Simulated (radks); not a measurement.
Problem. The selenium ion Se4+, [Ar] 3d10 4s2. Calculated with a radial shooting solver on a logarithmic mesh with Libxc functionals: non-relativistic Kohn-Sham, PBE, spin-polarised, spherical densities, point nucleus. Every spin shell is full or empty, so the densities are truly spherical. Functionals are evaluated on that one density, not self-consistently. Rank these orbital-free kinetic functionals by their error against the exact value of the orbitals, and give that value: Thomas-Fermi, von Weizsacker, TF + vW, TF + vW/9, TF + vW/5, APBEK, Perdew 92, Pearson, PG1, DePristo-Kress, Ernzerhof.

Solution. Exact: 2395.98 hartree. From best to worst, with 100 (|E| - |E exact|)/|E exact| (equal figures are ties): APBEK +0.08, DePristo-Kress -0.11, Ernzerhof -0.40, Perdew 92 -0.75, TF + vW/9 -0.76, Pearson -1.14, TF + vW/5 +3.45, Thomas-Fermi -6.03, PG1 +17.69, TF + vW +41.38, von Weizsacker -52.59.
